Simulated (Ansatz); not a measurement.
C₈H₁₆O₂Ti, SMILES `CC1=CC(C)=[O+][Ti-]([CH3])([CH3])([CH3])[O]1`, 27 atoms. Charge 0, multiplicity 1. Correlated methods include outer-core shells of Ti, which these sets cover unevenly. Scalar relativity is left out up to krypton. Hardware: A = 11 threads of an AMD EPYC 7R13 on a shared host; B = 11 threads of an AMD EPYC 7R13 on a shared host and a whole NVIDIA H100 80 GB. Correlated methods freeze the cores.

Q: Give the basis size and wall time and peak host memory of each of these runs in Ansatz. RKS SPW92 (LDA)/def2-TZVPP energy [B]; RKS HSE06 (plane-wave form)-D4/def2-TZVPP energy [B]; RKS PBE0-D4/def2-TZVP relaxation (10 steps) [B]; RHF-CCSD(T)/def2-SVP energy [B]; RKS PBE0-D4/def2-SVP energy [A]; RHF-MP2/def2-QZVPP energy [B]; RKS BLYP-D4/def2-TZVPP energy [B]; RKS PBE0-D4/def2-QZVPP energy [B]; RKS ωB97M-V/def2-QZVPP energy [B]; RKS PBE-QIDH (frozen core)/def2-TZVPP energy [B]; RHF-CCSD(T)/def2-TZVPP energy [B]; direct RPA on PBE orbitals/def2-TZVPP energy [B]. (An estimate is asked.)

A: The calculation gave: Other jobs shared the machine, so times are rough.

```
                                    level                        job  functions  wall time  peak host memory (GiB)
                     RKS PBE0-D4/def2-SVP                 energy [A]        251      4.1 s                     1.8
                   RKS BLYP-D4/def2-TZVPP                 energy [B]        598      4.3 s                     1.1
               RKS SPW92 (LDA)/def2-TZVPP                 energy [B]        598        8 s                     1.1
    RKS PBE-QIDH (frozen core)/def2-TZVPP                 energy [B]        598        8 s                     3.8
                   RKS PBE0-D4/def2-QZVPP                 energy [B]       1143        8 s                     1.8
RKS HSE06 (plane-wave form)-D4/def2-TZVPP                 energy [B]        598      9.5 s                     1.8
    direct RPA on PBE orbitals/def2-TZVPP                 energy [B]        598       10 s                     3.8
                   RKS ωB97M-V/def2-QZVPP                 energy [B]       1143       11 s                       2
                     RHF-CCSD(T)/def2-SVP                 energy [B]        251       11 s                     1.8
                       RHF-MP2/def2-QZVPP                 energy [B]       1143       13 s                       2
                    RKS PBE0-D4/def2-TZVP  relaxation (10 steps) [B]        451       26 s                     1.2
                   RHF-CCSD(T)/def2-TZVPP                 energy [B]        598      100 s                     3.5
```
